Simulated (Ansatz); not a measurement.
## Molecular dynamics of AlSi$_{16}$

Input:

```yaml
crystal:
  lattice:
    - [0.0, 5.43, 5.43]
    - [5.43, 0.0, 5.43]
    - [5.43, 5.43, 0.0]
  atoms:
    - { symbol: Si, position: [-0.00815155, 0.01515013, -0.00130231] }
    - { symbol: Si, position: [0.06101154, 0.17322177, 0.14726418] }
    - { symbol: Si, position: [-0.05476478, -0.01889466, 0.56654873] }
    - { symbol: Si, position: [0.16776246, 0.069409, 0.62096923] }
    - { symbol: Si, position: [-0.04173707, 0.51871208, 0.06447472] }
    - { symbol: Si, position: [0.15263764, 0.62769825, 0.13165313] }
    - { symbol: Si, position: [0.06140294, 0.44656002, 0.49360937] }
    - { symbol: Si, position: [0.16681461, 0.51880392, 0.68999102] }
    - { symbol: Si, position: [0.42527623, 0.24756006, -0.07967184] }
    - { symbol: Si, position: [0.64117094, 0.18177292, 0.10361255] }
    - { symbol: Si, position: [0.53779796, -0.04680759, 0.45311467] }
    - { symbol: Si, position: [0.56529298, 0.01753222, 0.73886486] }
    - { symbol: Si, position: [0.51486325, 0.55100997, -0.05334465] }
    - { symbol: Si, position: [0.60137899, 0.67728901, 0.09824993] }
    - { symbol: Si, position: [0.57167083, 0.40788021, 0.4789955] }
    - { symbol: Si, position: [0.68683598, 0.58302839, 0.58110418] }
    - { symbol: Al, position: [0.32616108, 0.9105624, 0.33209623], spin: 1.0 }
magnetization:
  spin_polarized: true
basis:
  ecutwfc: 420.0
kpoints:
  mp_grid: { grid: [2, 2, 2] }
hamiltonian:
  xc: pbe
  pseudopotentials: { kind: paw, azcp: { folder: soft_1 } }
scf:
  occupations: { method: fermi_dirac, width: 0.05 }
  lower_state_search: "off"
md:
  timestep: 2
  n_steps: 140
  ensemble: nve
  temperature: 1680.0
  initial_velocities: maxwell_boltzmann
  seed: 849126
```

Launched with:

```bash
$ ansatz run input.yaml --threads 1 --pin off --max-ram 3072MiB --backend cpu --events-out ev --progress --plain --runs-dir out
```

It goes on from the last frame of an earlier run, with new velocities.

Output, in part (warnings, step lines):

```
WARN: the starting moments were not kept: the SCF closed with an absolute magnetisation of 1.9e-5 μB, where they sum to 1 μB in size (1 site). That is at most 0.1 of that sum. Measured as dr2_m measures the in/out step, that magnetisation stands 6.7e-12 eV from none, at or under the dr2_threshold …
md step     0: t =     0.00 fs  T =  1680.0 K  F+E_penalty+E_count = -10703.49573081 eV  E_kin = 3.474509 eV  conserved = -10700.02122204 eV  (14 SCF iters)
md step     1: t =     2.00 fs  T =  1579.0 K  F+E_penalty+E_count = -10703.28528244 eV  E_kin = 3.265727 eV  conserved = -10700.01955517 eV  (6 SCF iters)
md step     2: t =     4.00 fs  T =  1459.6 K  F+E_penalty+E_count = -10703.03602758 eV  E_kin = 3.018621 eV  conserved = -10700.01740608 eV  (6 SCF iters)
md step     3: t =     6.00 fs  T =  1337.5 K  F+E_penalty+E_count = -10702.78144324 eV  E_kin = 2.766201 eV  conserved = -10700.01524237 eV  (6 SCF iters)
md step     4: t =     8.00 fs  T =  1228.8 K  F+E_penalty+E_count = -10702.55492861 eV  E_kin = 2.541359 eV  conserved = -10700.01356965 eV  (6 SCF iters)
md step     5: t =    10.00 fs  T =  1145.7 K  F+E_penalty+E_count = -10702.38217033 eV  E_kin = 2.369419 eV  conserved = -10700.01275154 eV  (6 SCF iters)
md step     6: t =    12.00 fs  T =  1094.1 K  F+E_penalty+E_count = -10702.27566895 eV  E_kin = 2.262803 eV  conserved = -10700.01286624 eV  (6 SCF iters)
md step     7: t =    14.00 fs  T =  1073.3 K  F+E_penalty+E_count = -10702.23352816 eV  E_kin = 2.219834 eV  conserved = -10700.01369375 eV  (6 SCF iters)
[... lines left out ...]
md step   140: t =   280.00 fs  T =   899.3 K  F+E_penalty+E_count = -10701.87482444 eV  E_kin = 1.859992 eV  conserved = -10700.01483238 eV  (6 SCF iters)
```

The steps, from the saved trajectory:

```csv
time (fs),T (K),potential energy less start (eV),conserved less start (meV/atom)
0.0,1680,0.000,0.00
8.0,1229,0.941,0.45
16.0,1077,1.253,0.38
24.0,1177,1.044,0.23
32.0,1224,0.947,0.26
40.0,1226,0.944,0.34
48.0,1289,0.814,0.29
56.0,1343,0.700,0.26
64.0,1344,0.702,0.36
72.0,1420,0.542,0.26
80.0,1426,0.529,0.19
88.0,1281,0.831,0.35
96.0,1267,0.861,0.39
104.0,1458,0.462,0.20
112.0,1575,0.222,0.22
120.0,1619,0.130,0.21
128.0,1549,0.272,0.11
136.0,1276,0.843,0.37
144.0,1194,1.012,0.34
152.0,1252,0.887,0.10
160.0,1086,1.233,0.30
168.0,970,1.475,0.39
176.0,1093,1.221,0.34
184.0,1353,0.680,0.24
192.0,1553,0.265,0.13
200.0,1483,0.411,0.16
208.0,1247,0.904,0.43
216.0,1292,0.808,0.29
224.0,1399,0.583,0.11
232.0,1217,0.963,0.32
240.0,1029,1.354,0.44
248.0,1048,1.314,0.37
256.0,1149,1.103,0.30
264.0,1193,1.012,0.26
272.0,1101,1.202,0.27
280.0,899,1.621,0.38
```

All steps were run. The conserved energy stayed within 0.5 meV per atom of its start (net change 0.38 meV per atom), so the integration is sound. A run of 0.28 ps of so small a system gives no equilibrium averages. Limits of this set-up: coarse k mesh.

Mean squared displacements from the first frame to the last, about the centre of mass: Si 1.02 Å², Al 2.27 Å².

Last frame:

```xyz
17
Lattice="0.0000 5.4300 5.4300 5.4300 0.0000 5.4300 5.4300 5.4300 0.0000" Properties=species:S:1:pos:R:3
Si 0.369 0.605 0.098
Si 2.343 1.323 1.140
Si 3.865 3.074 -0.375
Si 4.570 4.623 1.420
Si 2.568 -1.043 3.666
Si 4.003 1.666 4.228
Si 5.574 2.844 2.803
Si 6.794 2.844 5.196
Si 1.337 1.090 3.709
Si 1.292 4.309 3.850
Si 2.558 5.423 2.207
Si 4.019 7.407 2.646
Si 2.313 2.781 5.207
Si 3.012 4.561 6.732
Si 4.553 5.930 5.113
Si 6.493 6.828 6.514
Al 5.353 4.082 6.976
```

Time of the run: 25 min on 1 thread of Arm Neoverse V2, with other jobs on the host, peak memory 0.71 GiB.
